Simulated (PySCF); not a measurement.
Compound: C₃H₉NOSi.
SMILES: `C/N=C/CO[SiH3]`

The calculation used TDDFT CAM-B3LYP/def2-SVPD, vertical, gas phase, core orbitals frozen in the response (PySCF 2.14.0, density-fitted response routines). Isolated species at its GFN2-xTB geometry (one conformer only). Torsions of this conformer, `[CH3:1]/[N:2]=[CH:3]/[CH2:4][O:5][SiH3:6]`: N2–C3–C4–O5 -149°, C3–C4–O5–Si6 173°.

**Question.** List the vertical singlet excitations with oscillator strengths and describe the spectrum.

**Answer.** 

```tsv
state	E (eV)	λ (nm)	ν̃ (cm⁻¹)	f	|μ| (D)	main configurations (H = HOMO, L = LUMO)
S1	5.13	241.8	41360	0.0010	0.22	H→L (64%), H→L+1 (29%)
S2	7.02	176.6	56610	0.027	1.00	H-1→L (64%), H-2→L (11%)
S3	7.27	170.4	58670	0.064	1.53	H→L+3 (39%), H→L+1 (20%), H-1→L+1 (13%)
S4	7.52	164.9	60640	0.045	1.26	H→L+3 (40%), H-1→L+1 (29%), H-1→L (15%)
S5	7.64	162.2	61660	0.038	1.15	H-3→L (26%), H→L+1 (22%), H-1→L+1 (20%)
S6	7.81	158.8	62980	0.057	1.39	H-3→L (55%), H→L+1 (14%)
S7	8.09	153.2	65280	0.038	1.11	H-3→L+1 (28%), H-2→L (21%), H-2→L+1 (16%)
S8	8.12	152.6	65520	0.059	1.39	H-1→L+2 (37%), H-1→L+1 (14%), H→L+2 (8%)
```

Triplets (Tamm–Dancoff): T1 4.33 eV, H→L (61%), H→L+1 (30%); T2 4.91 eV, H-1→L (32%), H-2→L (26%), H-1→L+1 (15%); T3 6.74 eV, H-1→L (37%), H-2→L (24%), H-1→L+1 (17%).

The lowest singlet lies at 5.13 eV (242 nm, ultraviolet) and is very weak; its leading configuration is HOMO→LUMO (64%). The strongest level in the table is S3 at 7.27 eV (170 nm, f = 0.064). Löwdin shares by element: HOMO nitrogen 57%, carbon 23% or more, hydrogen 5% or more; LUMO carbon 28% or more, nitrogen 20%, silicon 16% (atoms not listed hold the other 36%). Weighted by f, the mean energy of these states is 7.66 eV. The listed states span 3.00 eV, and the widest gap between neighbours is 1.89 eV (S1 to S2). Of the 8 states listed, 7 reach f = 0.01 and none stays under 0.0005. No computed singlet lies in the visible range (380 to 750 nm); the lowest, at 242 nm, stands 1.86 eV above its violet end (3.26 eV). Only the lowest 8 singlets were computed, as vertical energies without vibronic structure.

On one thread of an Intel Xeon at 2.70 GHz, shared host, this took 79 s of wall time and 0.89 GiB of memory at its peak.
